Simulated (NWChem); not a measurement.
System: C$_{4}$H$_{5}$Cl; SMILES C=CC(Cl)=C

NWChem input:

```
start job
memory heap 200 mb stack 900 mb global 1100 mb
geometry units angstroms noautoz
  C      0.720369    -1.981587     0.000000
  C     -0.425299    -1.291750     0.000000
  C     -0.558878     0.162482     0.000000
  C     -1.735916     0.802691     0.000000
  Cl     0.916544     1.087971     0.000000
  H      1.687221    -1.472333     0.000000
  H      0.716189    -3.073647     0.000000
  H     -1.382372    -1.824601     0.000000
  H     -2.663125     0.225145     0.000000
  H     -1.798025     1.891468     0.000000
end
basis spherical
  * library def2-svp
end
dft
  xc b3lyp
  iterations 150
  mulliken
end
task dft energy
```

Excerpt of the output:

```
             Northwest Computational Chemistry Package (NWChem) 7.3.0
             --------------------------------------------------------

 CS  symmetry detected

                             Geometry "geometry" -> ""
                             -------------------------

 Output coordinates in angstroms (scale by  1.889725989 to convert to a.u.)

  No.       Tag          Charge          X              Y              Z
 ---- ---------------- ---------- -------------- -------------- --------------
    1 C                    6.0000     0.71700709    -1.99021368     0.00000000
    2 C                    6.0000    -0.42857156    -1.30022831     0.00000000
    3 C                    6.0000    -0.56196223     0.15402097     0.00000000
    4 C                    6.0000    -1.73891731     0.79438240     0.00000000
    5 Cl                  17.0000     0.91357961     1.07931889     0.00000000
    6 H                    1.0000     1.68392503    -1.48108490     0.00000000
    7 H                    1.0000     0.71268566    -3.08227313     0.00000000
    8 H                    1.0000    -1.38571356    -1.83295536     0.00000000
    9 H                    1.0000    -2.66620110     0.21695649     0.00000000
   10 H                    1.0000    -1.80088531     1.88316744     0.00000000

 Effective nuclear repulsion energy (a.u.)     197.6126660820

      Symmetry information
      --------------------

 Group name             Cs
 Group number              2
 Group order               2
 No. of unique centers    10

                                 NWChem DFT Module
                                 -----------------

 Summary of "ao basis" -> "ao basis" (spherical)
 ------------------------------------------------------------------------------
       Tag                 Description            Shells   Functions and Types
 ---------------- ------------------------------  ------  ---------------------
 C                          def2-svp                 6       14   3s2p1d
 Cl                         def2-svp                 8       18   4s3p1d
 H                          def2-svp                 3        5   2s1p

      Symmetry analysis of basis
      --------------------------

        a'         73
        a"         26

            General Information
            -------------------
          SCF calculation type: DFT
          Wavefunction type:  closed shell.
          No. of atoms     :    10
          No. of electrons :    46
           Alpha electrons :    23
            Beta electrons :    23
          Charge           :     0
          Spin multiplicity:     1
          Use of symmetry is: on ; symmetry adaption is: on
          Maximum number of iterations: 150
          AO basis - number of functions:    99
                     number of shells:    47
          Convergence on energy requested:  1.00D-06
          Convergence on density requested:  1.00D-05
          Convergence on gradient requested:  5.00D-04

              XC Information
              --------------
                         B3LYP Method XC Potential
                     Hartree-Fock (Exact) Exchange  0.200
                        Slater Exchange Functional  0.800 local
                    Becke 1988 Exchange Functional  0.720 non-local
              Lee-Yang-Parr Correlation Functional  0.810
                  VWN I RPA Correlation Functional  0.190 local

             Grid Information
             ----------------
          Grid used for XC integration:  medium
          Radial quadrature: Mura-Knowles
          Angular quadrature: Lebedev.
          Tag              B.-S. Rad. Rad. Pts. Rad. Cut. Ang. Pts.
          ---              ---------- --------- --------- ---------
          C                   0.70       49          12.0       434
          Cl                  1.00       88          11.0       590
          H                   0.35       45          13.0       434
          Grid pruning is: on
          Number of quadrature shells:   509
          Spatial weights used:  Erf1

      Superposition of Atomic Density Guess
      -------------------------------------

 Sum of atomic energies:        -612.31915636

      Non-variational initial energy
      ------------------------------

 Total energy =    -615.073531
 1-e energy   =   -1231.356359
 2-e energy   =     418.670163
 HOMO         =      -0.271835
 LUMO         =      -0.042334

      Symmetry analysis of molecular orbitals - initial
      -------------------------------------------------

  Numbering of irreducible representations:

     1 a'          2 a"

  Orbital symmetries:

     1 a'          2 a'          3 a'          4 a'          5 a'
     6 a'          7 a'          8 a'          9 a"         10 a'
    11 a'         12 a'         13 a'         14 a'         15 a'
    16 a'         17 a'         18 a"         19 a'         20 a'
    21 a'         22 a"         23 a"         24 a"         25 a'
    26 a"         27 a'         28 a'         29 a'         30 a'
    31 a'         32 a'         33 a'

     ---------------------------------------------
      Total Density - Mulliken Population Analysis
     ---------------------------------------------

    Atom       Charge   Shell Charges
 -----------   ------   -------------------------------------------------------
    1 C    6     6.18   1.99  0.97  0.27  1.98  0.96  0.03
    2 C    6     6.08   1.99  0.97  0.24  1.95  0.89  0.04
    3 C    6     5.80   1.99  0.96  0.17  1.70  0.93  0.05
    4 C    6     6.24   1.99  0.97  0.27  2.03  0.95  0.02
    5 Cl  17    17.20   2.00  1.99  1.22  0.71  5.94  2.12  3.19  0.02
    6 H    1     0.90   0.67  0.21  0.03
    7 H    1     0.89   0.67  0.20  0.03
    8 H    1     0.91   0.67  0.22  0.02
    9 H    1     0.90   0.66  0.21  0.03
   10 H    1     0.90   0.66  0.21  0.03

[...]
```

Level: B3LYP/def2-SVP. Coordinates come from a PBE0/def2-SVP optimisation.
